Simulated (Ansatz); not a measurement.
Relaxation of C2H4AlN (8 atoms, charge 0, multiplicity 1), to a largest force component of 0.015 eV/Å in at most 40 steps.

Method: RKS PBE-D4/def2-SVP in Ansatz 0.2.0.

```xyz
8
Properties=species:S:1:pos:R:3:forces:R:3
N -0.309 1.023 2.431 -1.13 0.58 3.24
C 0.011 0.830 1.348 1.43 -0.59 -3.54
C 0.455 0.538 -0.018 0.68 0.92 0.90
Al -0.612 -0.830 -0.841 0.30 -1.59 -0.39
H 1.530 0.147 0.025 -0.84 0.25 -0.15
H 0.461 1.478 -0.617 0.14 -0.08 0.06
H -0.478 -1.110 -2.397 -0.24 0.33 -0.30
H -0.966 -2.133 0.013 -0.34 0.18 0.18
```

**Question.** Where does it end, and by what steps?

**Answer.** It converged. After 5 steps the energy has fallen by 0.280 eV; Al4 moved furthest, 0.21 Å.

| step | energy less start (eV) | largest force component (eV/Å) | accepted |
| --- | --- | --- | --- |
| 0 | 0.0000 | 3.540 | yes |
| 1 | -0.2507 | 0.502 | yes |
| 2 | -0.2725 | 0.172 | yes |
| 3 | -0.2747 | 0.186 | yes |
| 4 | -0.2789 | 0.107 | yes |
| 5 | -0.2802 | 0.010 | yes |

```xyz
8
Properties=species:S:1:pos:R:3
N -0.379 1.019 2.421
C 0.048 0.824 1.345
C 0.514 0.533 0.005
Al -0.474 -0.988 -0.843
H 1.594 0.262 0.025
H 0.433 1.433 -0.642
H -0.555 -1.004 -2.440
H -1.090 -2.137 0.072
```

Time of the run: 12 s on 1 thread of Arm Neoverse V2 (shared host), peak memory 0.12 GiB.
